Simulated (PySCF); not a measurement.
## Relaxation of doublet ReF4

These are results of UB3LYP/[Re def2-SVP with ECP60, F def2-SVP], scalar-relativistic core potentials, density fitting, no spin–orbit coupling, PySCF, not measurements. A (50,194) grid was used.

A hand-made see-saw start, of C2v symmetry, held to at least that symmetry:

Coordinates in bohr (charge 0 multiplicity 2):
```
Re    0.0000    0.0000   -0.3742
F     0.0000    3.6710   -0.0530
F     0.0000   -3.6710   -0.0530
F     2.9038    0.0000    1.8944
F    -2.9038    0.0000    1.8944
```

Optimiser trace:
```json
{"step": "0", "E − E(last) (kJ/mol)": "153.23", "largest gradient (Eh/bohr)": "0.11435"}
{"step": "1", "E − E(last) (kJ/mol)": "65.94", "largest gradient (Eh/bohr)": "0.04112"}
{"step": "2", "E − E(last) (kJ/mol)": "21.37", "largest gradient (Eh/bohr)": "0.02741"}
{"step": "3", "E − E(last) (kJ/mol)": "5.09", "largest gradient (Eh/bohr)": "0.01395"}
{"step": "4", "E − E(last) (kJ/mol)": "0.48", "largest gradient (Eh/bohr)": "0.00183"}
{"step": "5", "E − E(last) (kJ/mol)": "0.41", "largest gradient (Eh/bohr)": "0.00584"}
{"step": "6", "E − E(last) (kJ/mol)": "0.12", "largest gradient (Eh/bohr)": "0.00186"}
{"step": "7", "E − E(last) (kJ/mol)": "0.01", "largest gradient (Eh/bohr)": "0.00080"}
{"step": "8", "E − E(last) (kJ/mol)": "0.00", "largest gradient (Eh/bohr)": "0.00042"}
{"step": "9", "E − E(last) (kJ/mol)": "0.00", "largest gradient (Eh/bohr)": "0.00003"}
```

It ends at D2d with Re–F 1.851 Å (×4); F–Re–F 95.0° (×4), F–Re–F 145.6° (×2) (after a last refinement on a finer grid). A frequency run shows 2 imaginary modes (one degenerate set), down to 154i cm⁻¹, so it is a higher-order saddle point. Other isomers or separated fragments may lie lower.

Open d and f shells are described by one determinant, and the ground state may have another occupation or spin. At this level a quartet minimum of D4h symmetry lies 43 kJ/mol below this structure. No spin–orbit coupling is included, which matters more the heavier the element.

The relaxation took roughly 80 core-seconds on a shared host.
